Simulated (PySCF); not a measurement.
## A small calculation by hand: dipole moment from atomic charges

Zn(SH)(SiH3) (H4SSiZn), SMILES [SH][Zn][SiH3]. Atoms are numbered in the order given.

```xyz
7

Zn     0.0034     0.0435    -0.0578
S      0.6199     1.3642    -1.6965
H      1.9007     1.3905    -1.2608
Si    -0.6740    -1.3837     1.7009
H     -1.6622    -2.4057     1.2286
H     -1.3162    -0.6203     2.8183
H      0.4936    -2.1243     2.2785
```
Charge 0, spin multiplicity 1.

Geometry optimised at PBE0-D3(BJ)/def2-SVP. One conformer was computed; it need not be the lowest.

Charges (e) from B3LYP/def2-TZVPD (PySCF):

| atom | ESP fit | IAO |
|---|---|---|
| Zn1 | 0.480 | 1.075 |
| S2 | -0.424 | -0.753 |
| H3 | 0.128 | 0.090 |
| Si4 | -0.185 | -0.097 |
| H5 | 0.012 | -0.104 |
| H6 | 0.000 | -0.105 |
| H7 | -0.010 | -0.105 |

The dipole moment of the full density is 1.24 D.

Question: What dipole moment does each set of point charges give, and which comes closer to that of the density?

Answer: 
μ = Σ q r, and 1 e Å = 4.8032 D.
ESP fit: Σ q r = (0.082, -0.131, 0.207) e Å, |μ| = 1.24 D.
IAO: Σ q r = (0.033, -0.183, 0.274) e Å, |μ| = 1.59 D.
ESP fit comes closer in size. Point charges leave out the atoms' own dipoles (lone pairs, polarised bonds); fits to the potential absorb them, partitions of the density don't.
